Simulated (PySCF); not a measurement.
**From computed data to an observable: oscillator strength and radiative lifetime**

H4SiSn, SMILES [SnH][SiH3] (connectivity only; charge and spin as stated), neutral, multiplicity 1.

Geometry optimised at B3LYP-D3(BJ)/def2-TZVP. The def2 effective core potentials stand for the cores of Sn; spin–orbit coupling is left out.

PySCF 2.14.0 with TDDFT-PBE0/def2-SVPD puts the first singlet state with f over 0.02 at 5.40 eV (vertical), with the transition dipole (-0.541, -0.144, 0.000) in atomic units.

Question: Find the oscillator strength, the wavelength and the radiative lifetime that this transition would have in vacuum if emission retraced absorption.

Answer: 
|μ|² = 0.3134 au, so |μ| = 1.42 D. ΔE = 5.40/27.211 = 0.1984 hartree. f = (2/3) ΔE |μ|² = 0.041 (the program prints 0.041).
λ = 1239.84/5.40 = 230 nm; ν = 43554 cm⁻¹.
Einstein's coefficient A = 0.6670 ν² f s⁻¹ (ν in cm⁻¹) = 5.2e7 s⁻¹, so τ = 1/A = 19 ns. This state is S4; the lower singlets have f = 0.005, 0.003, 0.002. The figure is the radiative limit of this one transition; relaxation, internal conversion, crossing to triplets and a medium change what is measured.
